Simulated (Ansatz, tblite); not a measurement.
Spin states of Nb₂S₆ (the lowest singlet isomer of a short search), each relaxed with PBE-D4/def2-SVP in Ansatz. Electronic energies in the gas phase.

In the def2 sets Nb takes a core potential; there is no spin–orbit coupling. The xTB rows come from tblite. The structure comes from a short search, and lower isomers may exist.

Singlet geometry (Cs within 0.1 Å):

```xyz
8

Nb   -1.806   -1.037    1.267
Nb    0.065    0.131   -0.084
S     2.324    0.219   -1.178
S     0.634    0.515   -2.426
S    -2.350   -0.256   -0.797
S     0.192   -2.127    0.773
S    -0.996    0.919    2.094
S     1.936    1.637    0.351
```

Triplet geometry (Cs within 0.1 Å):

Cartesian coordinates in Å:
```
Nb 0.642 -1.973 -1.534
Nb -0.050 0.136 0.107
S -1.471 1.655 1.482
S 0.107 0.642 2.482
S 1.668 -1.686 0.499
S -1.568 -1.485 -0.727
S 1.117 0.189 -2.143
S -0.444 2.521 -0.165
```

Quintet geometry (Cs within 0.1 Å):

```xyz
8

Nb   -0.9328    0.0284    2.5563
Nb    0.0910    0.0248   -0.1629
S     1.5922    0.6970   -2.0461
S     1.5891   -1.3571   -1.4833
S    -0.4867   -1.9396    1.2199
S     0.9090    1.3002    1.6394
S    -2.2723    0.1583    0.5445
S    -0.4895    1.0881   -2.2678
```

⟨S²⟩: triplet 2.03 at PBE0-D4/def2-TZVP (pure 2.00), quintet 6.03 at PBE0-D4/def2-TZVP (pure 6.00).

Run but left out: HF/def2-TZVP, MP2/def2-TZVP (singlet: restricted singlet, unstable towards broken spin symmetry); B2PLYP/def2-TZVP (singlet: restricted singlet, unstable in another Hartree–Fock run and untested here).

Only these spin states were relaxed.

Question: Estimate which spin state lies lowest at each of these levels, and by how much: GFN1-xTB; GFN2-xTB; PBE-D4/def2-TZVP; r2SCAN-D4/def2-TZVP; PBE0-D4/def2-TZVP; r2SCAN0-D4/def2-TZVP.

Answer: 
```json
{"level": "GFN1-xTB", "triplet − singlet (kcal/mol)": "17.0", "quintet − singlet (kcal/mol)": "44.7", "lowest of these": "singlet", "remarks": "–"}
{"level": "GFN2-xTB", "triplet − singlet (kcal/mol)": "14.0", "quintet − singlet (kcal/mol)": "44.2", "lowest of these": "singlet", "remarks": "–"}
{"level": "PBE-D4/def2-TZVP", "triplet − singlet (kcal/mol)": "27.4", "quintet − singlet (kcal/mol)": "57.0", "lowest of these": "singlet", "remarks": "restricted SCF unstable in HF (singlet)"}
{"level": "r2SCAN-D4/def2-TZVP", "triplet − singlet (kcal/mol)": "25.9", "quintet − singlet (kcal/mol)": "51.7", "lowest of these": "singlet", "remarks": "restricted SCF unstable in HF (singlet)"}
{"level": "PBE0-D4/def2-TZVP", "triplet − singlet (kcal/mol)": "25.1", "quintet − singlet (kcal/mol)": "49.5", "lowest of these": "singlet", "remarks": "restricted SCF unstable in HF (singlet)"}
{"level": "r2SCAN0-D4/def2-TZVP", "triplet − singlet (kcal/mol)": "23.1", "quintet − singlet (kcal/mol)": "44.5", "lowest of these": "singlet", "remarks": "restricted SCF unstable in HF (singlet)"}
```

Change of the quintet − singlet gap on mixing in exact exchange, in kcal/mol: PBE to PBE0 (25 % exact exchange) -7.6; r2SCAN to r2SCAN0 (25 % exact exchange) -7.3. The xTB methods have no spin-polarisation term.
